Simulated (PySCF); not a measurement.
r2SCAN on Cs⁻ (caesium, charge -1), [Xe] 6s2, closed-shell 1S. Computed with PySCF 2.14 in aug-cc-pwCVTZ-X2C with one added diffuse shell each of s, p, d, f type (12s11p9d5f, 125 functions), with scalar relativity by spin-free X2C-1e.

```
cycle= 1 E= -7786.14444415489  delta_E= -0.00463  |g|= 0.0233  |ddm|= 0.44
cycle= 2 E= -7786.1448440169  delta_E= -0.0004  |g|= 0.0163  |ddm|= 0.631
cycle= 3 E= -7786.145123195  delta_E= -0.000279  |g|= 0.00505  |ddm|= 0.217
cycle= 4 E= -7786.14512838287  delta_E= -5.19e-06  |g|= 0.000239  |ddm|= 0.0305
cycle= 5 E= -7786.14512859362  delta_E= -2.11e-07  |g|= 6.73e-05  |ddm|= 0.0284
cycle= 6 E= -7786.14512860796  delta_E= -1.43e-08  |g|= 1.07e-05  |ddm|= 0.00648
cycle= 7 E= -7786.14512860857  delta_E= -6.12e-10  |g|= 2.28e-06  |ddm|= 0.00214
converged SCF energy = -7786.14512860857  <S^2> = -2.8421709e-14  2S+1 = 1
```

Highest occupied orbital energy: 0.583 eV; ⟨L²⟩ = 0.00; populations by l: s 12.00, p 24.00, d 20.00, f 0.00.

(1) Can this result be used?

Results:

(1) With care. Self-consistency was reached. Spin-orbit coupling, which splits the p, d and f shells strongly at this Z, is absent. At r2SCAN the highest occupied level has a positive energy, so only the finite basis holds that electron; in a semilocal or global hybrid functional this comes from self-interaction and does not mean that the real anion is unbound.
